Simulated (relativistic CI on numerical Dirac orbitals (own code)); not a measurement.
V IV: calculation against measurement

Calculated at this level of theory: Dirac-Coulomb-Breit CI, KLI orbitals optimised for each configuration, model QED, valence Slater integrals scaled by 0.85, configuration energies shifted to the measured levels that pair with them (semi-empirical) (own radial code, finite nucleus).

Configuration list (outside the closed core [Ne]): 3s2 3p6 3d2, 3s2 3p6 3d 4s, 3s2 3p6 3d 4p, 3s2 3p6 3d 4d, 3s2 3p6 3d 5s, 3s2 3p6 3d 5p, 3s2 3p6 3d 4f, 3s2 3p5 3d3, 3s2 3p6 4s2, 3s2 3p6 4s 4p, 3s2 3p6 3d 5d, 3s2 3p6 3d 5f, 3s2 3p6 3d 5g, 3s2 3p4 3d4, 3s2 3p6 4p2, 3s2 3p6 4s 4d, 3s 3p6 3d3, 3s2 3p6 4p 4d. Levels of other configurations are missing.

| Configuration | Term (tabulated) | J | Measured (cm⁻¹) | Computed | Error | Purity (%) |
| --- | --- | --- | --- | --- | --- | --- |
| 3s2 3p6 3d2 | 3F | 2 | 0.0 | 0 | 0 | 98 |
| 3s2 3p6 3d2 | 3F | 3 | 325.4 | 306 | -20 | 98 |
| 3s2 3p6 3d2 | 3F | 4 | 734.7 | 691 | -44 | 98 |
| 3s2 3p6 3d2 | 1D | 2 | 10959.3 | 10163 | -796 | 97 |
| 3s2 3p6 3d2 | 3P | 1 | 13239.2 | 12446 | -793 | 98 |
| 3s2 3p6 3d2 | 3P | 2 | 13458.3 | 12649 | -810 | 97 |
| 3s2 3p6 3d2 | 1G | 4 | 18391.2 | 18350 | -41 | 98 |
| 3s2 3p6 3d2 | 1S | 0 | 42462.1 | 38657 | -3805 | 97 |
| 3s2 3p6 3d 4s | 3D | 1 | 96196.1 | 96215 | 19 | 100 |
| 3s2 3p6 3d 4s | 3D | 2 | 96412.1 | 96419 | 7 | 99 |
| 3s2 3p6 3d 4s | 3D | 3 | 96798.0 | 96781 | -17 | 100 |
| 3s2 3p6 3d 4s | 1D | 2 | 100200.7 | 100193 | -7 | 99 |
| 3s2 3p6 3d 4p | 1D° | 2 | 144273.1 | 144781 | 508 | 96 |
| 3s2 3p6 3d 4p | 3D° | 1 | 146117.7 | 146142 | 24 | 99 |
| 3s2 3p6 3d 4p | 3D° | 2 | 146429.3 | 146443 | 13 | 96 |
| 3s2 3p6 3d 4p | 3D° | 3 | 146855.1 | 146842 | -13 | 95 |
| 3s2 3p6 3d 4p | 3F° | 2 | 147135.2 | 147231 | 96 | 95 |
| 3s2 3p6 3d 4p | 3F° | 3 | 147656.5 | 147709 | 53 | 95 |
| 3s2 3p6 3d 4p | 3F° | 4 | 148369.2 | 148382 | 13 | 100 |
| 3s2 3p6 3d 4p | 3P° | 1 | 151427.0 | 151342 | -85 | 98 |
| 3s2 3p6 3d 4p | 3P° | 0 | 151449.1 | 151361 | -88 | 100 |
| 3s2 3p6 3d 4p | 3P° | 2 | 151567.3 | 151479 | -88 | 99 |
| 3s2 3p6 3d 4p | 1F° | 3 | 153918.7 | 153531 | -387 | 99 |
| 3s2 3p6 3d 4p | 1P° | 1 | 155565.5 | 155131 | -434 | 98 |
| 3s2 3p6 3d 4d | 1F | 3 | 215957.7 | 215957 | -1 | 96 |
| 3s2 3p6 3d 4d | 3D | 1 | 216905.0 | 216727 | -178 | 96 |
| 3s2 3p6 3d 4d | 3D | 2 | 217108.0 | 216909 | -199 | 100 |
| 3s2 3p6 3d 4d | 3D | 3 | 217350.0 | 217142 | -208 | 97 |
| 3s2 3p6 3d 4d | 3G | 3 | 217836.3 | 217555 | -282 | 99 |
| 3s2 3p6 3d 4d | 1P | 1 | 217990.7 | 217992 | 1 | 95 |
| 3s2 3p6 3d 4d | 3G | 4 | 218100.0 | 217804 | -296 | 100 |
| 3s2 3p6 3d 4d | 3G | 5 | 218463.6 | 218149 | -314 | 100 |
| 3s2 3p6 3d 4d | 3S | 1 | 220343.5 | 219961 | -382 | 99 |
| 3s2 3p6 3d 4d | 3F | 2 | 222794.6 | 223418 | 624 | 99 |
| 3s2 3p6 3d 4d | 3F | 3 | 223033.0 | 223647 | 614 | 100 |
| 3s2 3p6 3d 4d | 3F | 4 | 223304.6 | 223907 | 602 | 100 |
| 3s2 3p6 3d 4d | 1D | 2 | 225804.1 | 225926 | 122 | 94 |
| 3s2 3p6 3d 4d | 3P | 0 | 226521.6 | 226748 | 226 | 98 |
| 3s2 3p6 3d 4d | 3P | 1 | 226617.1 | 226854 | 237 | 99 |
| 3s2 3p6 3d 4d | 3P | 2 | 226796.3 | 227018 | 222 | 96 |
| 3s2 3p6 3d 4d | 1G | 4 | 227712.5 | 227702 | -11 | 99 |
| 3s2 3p6 3d 4d | 1S | 0 | 234121.8 | 234210 | 88 | 71 |
| 3s2 3p6 3d 5s | 3D | 1 | 236148.6 | 236148 | 0 | 100 |
| 3s2 3p6 3d 5s | 3D | 2 | 236322.4 | 236323 | 0 | 96 |
| 3s2 3p6 3d 5s | 3D | 3 | 236766.9 | 236733 | -34 | 100 |
| 3s2 3p6 3d 5s | 1D | 2 | 237638.8 | 237757 | 118 | 95 |
| 3s2 3p6 3d 5p | 1D° | 2 | 254468.8 | 254514 | 45 | 83 |
| 3s2 3p6 3d 5p | 3D° | 1 | 254824.1 | 254791 | -33 | 99 |
| 3s2 3p6 3d 5p | 3D° | 2 | 255146.8 | 255098 | -49 | 86 |
| 3s2 3p6 3d 5p | 3D° | 3 | 255445.5 | 255375 | -70 | 99 |
| 3s2 3p6 3d 5p | 3F° | 2 | 255463.3 | 255414 | -49 | 87 |
| 3s2 3p6 3d 5p | 3F° | 3 | 255747.6 | 255678 | -70 | 99 |
| 3s2 3p6 3d 5p | 3F° | 4 | 256251.7 | 256149 | -103 | 100 |
| 3s2 3p6 3d 5p | 3P° | 0 | 256739.9 | 256792 | 53 | 100 |
| 3s2 3p6 3d 5p | 3P° | 1 | 256781.8 | 256847 | 65 | 96 |
| 3s2 3p6 3d 5p | 3P° | 2 | 257143.2 | 257176 | 33 | 99 |
| 3s2 3p6 3d 5p | 1F° | 3 | 257690.8 | 257811 | 120 | 97 |
| 3s2 3p6 3d 5p | 1P° | 1 | 258288.8 | 258519 | 230 | 94 |
| 3s2 3p6 3d 4f | 1G° | 4 | 263111.4 | 263142 | 31 | 84 |
| 3s2 3p6 3d 4f | 3F° | 2 | 263593.0 | 263562 | -31 | 92 |
| 3s2 3p6 3d 4f | 3F° | 3 | 263608.3 | 263558 | -50 | 55 |
| 3s2 3p6 3d 4f | 3H° | 4 | 263822.4 | 264361 | 539 | 83 |
| 3s2 3p6 3d 4f | 3H° † | 5 | 264161.8 | 264544 | 382 | 86 |
| 3s2 3p6 3d 4f | 3H° † | 6 | 264845.7 | 264794 | -52 | 100 |

Measured levels from Sugar and Corliss, J. Phys. Chem. Ref. Data 7, 1191 (1978); pairs were made by configuration, J and term (by order where the table uses no LS term), so strongly mixed levels may be paired wrongly.

Mean error by configuration (cm⁻¹): 3s2 3p6 3d2 -901; 3s2 3p6 3d 4s 1; 3s2 3p6 3d 4p -32; 3s2 3p6 3d 4d 48; 3s2 3p6 3d 5s 21; 3s2 3p6 3d 5p 14; 3s2 3p6 3d 4f 122. Over the excited levels the mean absolute error is 238 cm⁻¹ (63 of the 66 excited levels that our extract of the source holds in range could be paired, and the others can miss by more), and the median relative error of those above 1,000 cm⁻¹ is 0.047 %, both after the shifts were fitted to these levels, so that a configuration with one level shows no error. Some levels of the ground configuration have no partner. † marks terms whose computed intervals miss the measured ones by more than a factor of 2.5, or configurations far off the rest, from wrong mixing, a near crossing or a doubtful label or measurement; they are left out of the means.

Configurations whose levels could be paired with our table of measured levels were shifted onto them, all but the ground configuration, by the median error of their levels; single terms can still be off by 1,000 to 2,000 cm⁻¹ or more, and rates follow the energies as ν³ (E1, M1) or ν⁵ (E2). The others borrow a shift and can be off by several thousand cm⁻¹ or more. The fine structure of a lone outer electron comes out too small, for d and f at times inverted, and misplaced configurations move strength between like terms. 63 of the 66 excited levels that our extract of the measured tables holds in this range could be paired (the sources list more); they are missed by 237 cm⁻¹ on average and 3805 at most, after the shifts were fitted to these levels, and levels without a partner can miss by more. Some levels of the ground configuration have no partner and can miss by 10 % or more.

Shifts applied (cm⁻¹): 3s2 3p6 3d2 0; 3s2 3p6 3d 4s -17484; 3s2 3p6 3d 4p -16608; 3s2 3p6 3d 4d -15298; 3s2 3p6 3d 5s -14448; 3s2 3p6 3d 5p -14592; 3s2 3p6 3d 4f -16730.
